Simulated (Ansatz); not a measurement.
Mo(S)2(OH)(SH) (H₂MoOS₃), SMILES [OH][Mo](=[S])(=[S])[SH], multiplicity 1.

Geometry optimised at B3LYP-D3(BJ)/def2-SVP. The spin state was assumed, not searched. The def2 effective core potentials stand for the cores of Mo; spin–orbit coupling is left out. The values are those of a single conformer.

Two levels are set side by side: PBE/def2-SVPD (Ansatz, a quantum-chemistry and plane-wave program) and CAM-B3LYP/def2-SVPD (Ansatz). Energy differences of separate SCF runs at the same geometry; the states with an electron removed or added have multiplicity 2 and 2. Differences are taken from unrounded values.

| quantity | CAM-B3LYP |
|---|---|
| vertical ionisation energy (eV) | 9.38 |
| vertical electron affinity (eV) | 2.21 |
| vertical singlet–triplet gap (eV) | 1.84 |

What does PBE give, and how far is it from CAM-B3LYP? (An estimate is asked for; the answer gives what the named calculation found.)


| quantity | PBE | PBE minus CAM-B3LYP |
|---|---|---|
| vertical ionisation energy (eV) | 9.12 | -0.25 |
| vertical electron affinity (eV) | 1.67 | -0.54 |
| vertical singlet–triplet gap (eV) | 2.22 | 0.38 |
